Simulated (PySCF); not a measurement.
Adding and removing an electron: BeGe

UHF-CCSD(T); PySCF, no relativity, basis sets Be pcseg-1, Ge pcseg-1. Neutral (UHF): triplet (π ↑↑), Re = 2.243 Å, ωe = 451 cm⁻¹, De = 0.82 eV.

BeGe⁺ (UHF): doublet (π ↑), Re = 2.444 Å, ωe = 357 cm⁻¹, De = 1.32 eV to Be + Ge⁺. The energies at the minima are -2089.75174 hartree for BeGe and -2089.48404 for BeGe⁺.

Problem. Work out the adiabatic ionisation energy, without and with harmonic zero-point energies (1 hartree = 27.2114 eV, 1 eV = 8065.5 cm⁻¹), and the change of the bond length.

Solution. At UHF-CCSD(T): 0.26770 hartree = 7.284 eV between the minima; the zero-point term (357.0 − 451.0)/2 cm⁻¹ = -0.006 eV makes it 7.279 eV. Re changes by +20.1 pm against the neutral. The electron leaves a π orbital, and the longer bond of the ion fits a bonding orbital, or a change in how ionic the bond is.

Correlated steps freeze 9 core orbitals. Correlated levels converge slowly with the basis: in double zeta they bind strong bonds too weakly, by up to about 1 eV, and carry superposition errors of some tenths. Spin–orbit coupling is left out. For an ion De counts to the pair picked by the measured ionisation energies or electron affinities, which need not be the lowest pair at this level. States were picked by a PBE0 search and need not be the measured ground states.
